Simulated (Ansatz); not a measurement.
`C[S][Al]([F])[Cl]` + NH₃ → `[NH2][Al]([F])[Cl]` + CH₃SH at 700 K and 1 bar (ligand exchange at the Al–S bond).

Isolated molecules relaxed with PBE0-D4/def2-TZVP in Ansatz; ΔE leaves out vibrations. CCSD(T)/CBS adds triple-zeta CCSD(T) − MP2 to the extrapolated MP2 energy (def2 sets, frozen cores). This one scheme is used for every species. Each species was taken in one conformer, which may not be the lowest.

| species | CCSD(T)/CBS energy (Eh) | H − E (kJ/mol) | S (J/(mol·K)) |
| --- | --- | --- | --- |
| `C[S][Al]([F])[Cl]` | -1239.41425 | 185.9 | 473.4 |
| NH₃ | -56.50880 | 116.9 | 226.5 |
| `[NH2][Al]([F])[Cl]` | -857.68991 | 135.0 | 397.7 |
| CH₃SH | -438.22835 | 160.2 | 309.0 |

H − E and S are ideal-gas, rigid-rotor, harmonic terms from PBE0-D4/def2-TZVP, for one conformer and one mirror image of each species. 1 Eh = 2625.50 kJ/mol, R = 8.31446 J/(mol·K).

By hand: ΔE, ΔH, ΔS and ΔG.

ΔE = (-857.68991) + (-438.22835) − (-1239.41425) − (-56.50880) = 0.00479 Eh = 12.6 kJ/mol. Δ(H − E) = 135.0 + 160.2 − 185.9 − 116.9 = -7.6, so ΔH = 5.0 kJ/mol. ΔS = 397.7 + 309.0 − 473.4 − 226.5 = 6.8 J/(mol·K). ΔG = 5.0 − 700 × (6.8)/1000 = 0.2 kJ/mol.

By hand: the equilibrium constant, and the temperature at which ΔG would vanish if ΔH and ΔS stayed fixed.

log₁₀ K = −ΔG/(RT ln 10) = 0.0. ΔG = 0 at ΔH/ΔS = 735 K, though so small a ΔH makes that figure unsure.

TΔS isn't small against ΔH here. The sign of ΔG lies within the doubt. A doubt of 5 kJ/mol in ΔE shifts log₁₀ K by 0.4 here. Other conformers and mirror images would add mixing entropy, several J/(mol·K) or more a flexible species. Modes under 60 cm⁻¹, often nearly free rotors, make the harmonic entropy too high. These are equilibria of isolated gas molecules and say nothing of rates. Largest T1 diagnostic: 0.011 (customary marks: 0.02 for closed shells, 0.045 for open ones).
